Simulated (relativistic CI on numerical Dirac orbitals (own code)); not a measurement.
## W4+ (5d2) in a crystal field

Calculated by Dirac-Coulomb-Breit CI, orbitals from a KLI potential per configuration, a model potential for QED, valence Slater integrals scaled by 0.8, one configuration in a parametric crystal field (own radial code).

Field parameters in Wybourne normalisation: Oh B⁴₀ = 21Dq, B⁴₄ = √(5/14) B⁴₀. The field is a parameter set, without covalency.

S and J are read from ⟨S²⟩ = S(S + 1) and ⟨J²⟩ = J(J + 1) of each level; they are not fictitious spins.

Oh, 10Dq = 8500 cm⁻¹, the lowest 16 levels:

| E (cm⁻¹) | Degeneracy | Irrep | S | J |
| --- | --- | --- | --- | --- |
| 0.0 | 2 | E | 0.96 | 2.20 |
| 787 | 3 | T2 | 0.95 | 2.39 |
| 5490 | 3 | T1 | 1.00 | 3.24 |
| 7609 | 1 | A1 | 0.97 | 3.62 |
| 9340 | 3 | T2 | 0.86 | 3.04 |
| 10756 | 1 | A2 | 1.00 | 3.00 |
| 13349 | 3 | T1 | 0.98 | 3.64 |
| 13620 | 2 | E | 0.46 | 3.18 |
| 14100 | 2 | E | 0.88 | 3.45 |
| 15157 | 3 | T2 | 0.51 | 2.56 |
| 17161 | 1 | A1 | 0.95 | 1.51 |
| 19604 | 3 | T2 | 0.70 | 3.53 |
| 19725 | 3 | T1 | 0.99 | 1.44 |
| 23259 | 2 | E | 0.86 | 2.66 |
| 23380 | 3 | T2 | 0.92 | 3.01 |
| 24476 | 1 | A1 | 0.13 | 3.64 |

Oh, 10Dq = 15300 cm⁻¹, the lowest 16 levels:

```tsv
E (cm⁻¹)	Degeneracy	Irrep	S	J
0.0	2	E	0.97	2.37
564	3	T2	0.96	2.54
4931	3	T1	1.00	3.30
6477	1	A1	0.97	3.57
11607	3	T2	0.44	3.10
13193	2	E	0.18	3.01
16375	1	A2	1.00	3.00
18212	3	T2	0.84	2.84
18572	3	T1	0.98	3.49
19015	2	E	0.98	3.64
21711	1	A1	0.77	2.22
25171	3	T1	0.98	1.64
25899	3	T2	0.64	2.98
26661	1	A1	0.46	2.87
28145	2	E	0.94	2.46
29946	3	T2	0.72	2.66
```

Oh, 10Dq = 22100 cm⁻¹, the lowest 10 levels:

```csv
E (cm⁻¹),Degeneracy,Irrep,S,J
0.0,2,E,0.97,2.47
405,3,T2,0.97,2.60
4547,3,T1,1.00,3.31
5849,1,A1,0.97,3.54
12042,3,T2,0.21,3.14
12805,2,E,0.13,3.10
22523,1,A2,1.00,3.00
23625,3,T2,0.95,2.94
23997,1,A1,0.34,2.88
24567,3,T1,0.99,3.43
```

Oh, 10Dq = 28900 cm⁻¹, the lowest 16 levels:

| E (cm⁻¹) | Degeneracy | Irrep | S | J |
| --- | --- | --- | --- | --- |
| 0.0 | 2 | E | 0.97 | 2.53 |
| 306 | 3 | T2 | 0.97 | 2.63 |
| 4293 | 3 | T1 | 1.00 | 3.31 |
| 5460 | 1 | A1 | 0.97 | 3.53 |
| 12059 | 3 | T2 | 0.13 | 3.17 |
| 12542 | 2 | E | 0.11 | 3.14 |
| 24686 | 1 | A1 | 0.17 | 2.92 |
| 28920 | 1 | A2 | 1.00 | 3.00 |
| 29784 | 3 | T2 | 0.98 | 2.98 |
| 30885 | 3 | T1 | 0.99 | 3.40 |
| 31076 | 2 | E | 0.99 | 3.46 |
| 36981 | 1 | A1 | 0.95 | 1.61 |
| 37583 | 3 | T1 | 0.98 | 1.80 |
| 38270 | 3 | T2 | 0.72 | 2.68 |
| 40140 | 2 | E | 0.98 | 2.41 |
| 42554 | 3 | T2 | 0.52 | 2.72 |

Oh, 10Dq = 35700 cm⁻¹, the lowest 10 levels:

```tsv
E (cm⁻¹)	Degeneracy	Irrep	S	J
0.0	2	E	0.97	2.57
242	3	T2	0.97	2.65
4117	3	T1	1.00	3.31
5198	1	A1	0.97	3.53
12007	3	T2	0.10	3.19
12356	2	E	0.10	3.17
24975	1	A1	0.12	2.86
35449	1	A2	1.00	3.00
36206	3	T2	0.99	3.00
37366	3	T1	0.99	3.38
```

The free-ion ground term has S = 1. Every field shown keeps that spin.

Levels of this model without a field, named by their leading LS term (the scale mimics covalency, so terms lie below those of the real free ion): 3F_2 0, 3F_3 5544, 3F_4 10413, 3P_0 12284, 1D_2 13501, 3P_1 15290, 1G_4 20891, 3P_2 21448 cm⁻¹.
